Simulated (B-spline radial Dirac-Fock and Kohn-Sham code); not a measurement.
# The Rb-like isoelectronic sequence (37 electrons), Z = 69 to 82

Level of theory: Dirac-Fock energy differences between relaxed states, corrected for Breit and QED terms; a B-spline atomic structure program. Binding energies in eV, tabulated ground configurations ([Kr] 4d1 throughout). The model has no electron correlation.

```tsv
ion	2s	2p3/2	3s	3d5/2	outermost level	NIST ionisation energy
Tm³²⁺	11404.3	9930.9	3553.8	2713.0	1247.1 (4d)	1255 ± 4
Yb³³⁺	11851.2	10300.3	3717.3	2844.6	1315.4 (4d)	1324 ± 5
Lu³⁴⁺	12308.9	10676.9	3885.1	2979.1	1385.5 (4d)	1395 ± 5
Hf³⁵⁺	12777.8	11060.5	4057.2	3116.6	1457.4 (4d)	1467 ± 5
Ta³⁶⁺	13257.9	11451.1	4233.6	3257.2	1531.0 (4d)	1542 ± 5
W³⁷⁺	?	?	?	?	?	?
Re³⁸⁺	14252.6	12253.8	4599.5	3547.3	1683.5 (4d)	1696 ± 4
Os³⁹⁺	14767.6	12665.8	4789.2	3696.9	1762.3 (4d)	1776 ± 4
Ir⁴⁰⁺	15294.8	13084.9	4983.5	3849.4	1843.0 (4d)	1857 ± 4
Pt⁴¹⁺	15834.1	13511.2	5182.4	4005.0	1925.4 (4d)	1941 ± 4
Au⁴²⁺	16386.1	13944.6	5385.9	4163.5	2009.6 (4d)	2026 ± 4
Hg⁴³⁺	16950.8	14385.2	5594.3	4325.1	2095.5 (4d)	2113 ± 4
Tl⁴⁴⁺	17528.7	14832.9	5807.5	4489.7	2183.2 (4d)	2202 ± 4
Pb⁴⁵⁺	18119.8	15287.9	6025.6	4657.2	2272.7 (4d)	2292 ± 4
```

**Question.** Fill in the row of W³⁷⁺.

**Answer.** 2s 13749.5, 2p3/2 11848.9, 3s 4414.3, 3d5/2 3400.7, outermost 1606.3 (4d), NIST 1621.7 ± 1.5 eV.

NIST's values are for the lowest levels; a dash marks a value that is missing or belongs to another shell. Their kind here: semi-empirical, theoretical. Where a p, d or f shell is open in either ion the computed value averages over both j values and all terms, while the table refers to the lowest levels; that difference holds spin-orbit splitting (largest in heavy or highly charged ions), term energies where several electrons share open shells, and correlation, and it can reach 10 % or more.
